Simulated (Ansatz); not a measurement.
Relaxation of AlF2H2N (6 atoms, charge 0, multiplicity 1), to a largest force component of 0.02 eV/Å in at most 40 steps.

Theory: RKS PBE/def2-SVP in Ansatz 0.2.0.

```xyz
6
Properties=species:S:1:pos:R:3
Al 0.000 0.000 0.000
N 0.000 0.000 1.920
H -0.877 -0.271 2.450
H 0.877 0.271 2.450
F 1.464 0.000 -0.845
F -1.464 0.000 -0.845
```

Where does it end, and by what steps?

The run converged. After 6 steps the energy has fallen by 0.399 eV; H3 moved furthest, 0.21 Å.

```
step  energy less start (eV)  largest force component (eV/Å)  accepted
   0                  0.0000                           2.228       yes
   1                 -0.3184                           0.953       yes
   2                 -0.3875                           0.730       yes
   3                 -0.3846                           0.699        no
   4                 -0.3978                           0.069       yes
   5                 -0.3989                           0.107       yes
   6                 -0.3994                           0.001       yes
```

```xyz
6
Properties=species:S:1:pos:R:3
Al 0.000 0.000 0.065
N 0.000 0.000 1.827
H -0.838 -0.068 2.407
H 0.838 0.068 2.407
F 1.429 0.117 -0.789
F -1.429 -0.117 -0.789
```

Whether the end is a true minimum wasn't checked by a vibrational analysis.

Time of the run: 8.9 s on 1 thread of Intel(R) Xeon(R) Platinum 8488C (Sapphire Rapids), with other jobs on the host, peak memory 0.15 GiB.
